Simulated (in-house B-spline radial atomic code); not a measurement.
Radial electron density of In3+, [Kr] 4d10. Method: scalar-relativistic (X2C) B3LYP, spin-polarised, spherical fractional occupations, Fermi nucleus of rms radius 4.6156 fm. Calculated with an all-electron radial atomic-structure program (B-spline basis).

One-electron X2C: radii and densities carry no picture-change correction, so inner-shell <1/r> comes out high (for 1s by about 2 % at Z = 33, 5 % at 54, 10 % at 75, 30 % at 118) and <r> low.

Columns: r (bohr), 4πr²n(r) (electrons per bohr), bar.

```
0.000893    1.743 #
 0.00109    2.404 #
 0.00132    3.262 ##
 0.00161    4.457 ##
 0.00195    5.992 ###
 0.00238    8.097 ####
 0.00289    10.77 ######
 0.00351    14.19 ########
 0.00427    18.52 ##########
  0.0052    23.85 #############
 0.00632    30.07 #################
 0.00768     37.1 ####################
 0.00934    44.59 #########################
  0.0114    52.03 #############################
  0.0138    58.11 ################################
  0.0168    62.29 ##################################
  0.0204    63.55 ###################################
  0.0249    61.72 ##################################
  0.0302    57.98 ################################
  0.0368    54.55 ##############################
  0.0447    54.57 ##############################
  0.0544    59.95 #################################
  0.0661    69.44 ######################################
  0.0804    78.17 ###########################################
  0.0978    79.84 ############################################
   0.119    72.15 ########################################
   0.145    60.46 #################################
   0.176     54.8 ##############################
   0.214    58.98 #################################
    0.26    65.23 ####################################
   0.316    61.27 ##################################
   0.385    44.62 #########################
   0.468     26.9 ###############
   0.569    19.19 ###########
   0.692    20.58 ###########
   0.842    22.04 ############
    1.02    18.61 ##########
    1.24    12.15 #######
    1.51    6.299 ###
    1.84    2.642 #
    2.24   0.8916 
    2.72   0.2338 
    3.31  0.04229 
    4.03 0.004709
```

On this grid the curve has 4 maxima, near 0.0204, 0.0978, 0.26, 0.842 bohr.

The 4d down radial function P(r) = rR(r), positive near the nucleus:

```tsv
r (bohr)	P
0.00934	0.001009
0.0138	0.002916
0.0204	0.008222
0.0302	0.02232
0.0447	0.05679
0.0661	0.1312
0.0978	0.2644
0.145	0.4357
0.214	0.5197
0.316	0.3138
0.468	-0.2512
0.692	-0.8432
1.02	-0.9915
1.51	-0.6852
2.24	-0.288
3.31	-0.06477
```
